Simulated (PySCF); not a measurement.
C2H6Cl2GeO (SMILES C[O][Ge]([CH3])([Cl])[Cl]), singlet, at a GFN2-xTB geometry, atoms displaced at random by about 0.03 Å a coordinate; B3LYP/STO-3G, gradient (PySCF).

Input for PySCF:
```python
from pyscf import gto, scf, dft

mol = gto.Mole()
mol.atom = '''
    C     2.226279   -1.342336   -0.875432
    O     1.354520   -0.252349   -0.972604
    Ge   -0.225032   -0.068900   -0.100261
    C    -1.703265   -1.238328   -0.697348
    Cl   -0.643214    1.986711   -0.478479
    Cl    0.165769   -0.371903    1.965276
    H     1.786896   -2.221217   -1.378787
    H     2.381809   -1.619137    0.287169
    H     3.104351   -1.023067   -1.362655
    H    -2.632617   -0.928529   -0.234304
    H    -1.805134   -1.097561   -1.794446
    H    -1.498617   -2.258161   -0.453427
'''
mol.basis = 'sto-3g'
mol.charge = 0
mol.spin = 0
mol.verbose = 3
mol.build()

mf = dft.RKS(mol)
mf.xc = 'b3lyp'
mf.kernel()
g = mf.nuc_grad_method()
g.grid_response = True
grad = g.kernel()
```

What the program printed (banner, timings and long lists left out):

```
converged SCF energy = -3116.57275916212
--------------- RKS gradients ---------------
         x                y                z
0 C     0.0382632153     0.0455937239    -0.0876121655
1 O     0.0675864484    -0.0642333193    -0.0040826561
2 Ge    -0.0228291250     0.0376716192     0.0393045998
3 C    -0.0277579406    -0.0494991768     0.0103821376
4 Cl     0.0015730007    -0.0041266829     0.0009696813
5 Cl    -0.0012173560     0.0014418212    -0.0147557417
6 H    -0.0064118598     0.0137343528     0.0035870207
7 H    -0.0075390432    -0.0051064301     0.0531368778
8 H    -0.0483842341    -0.0048766423     0.0167267946
9 H     0.0100251189    -0.0013637707    -0.0055743107
10 H     0.0005185792     0.0071167392    -0.0091943159
11 H    -0.0038268038     0.0236477658    -0.0028879219
----------------------------------------------
```
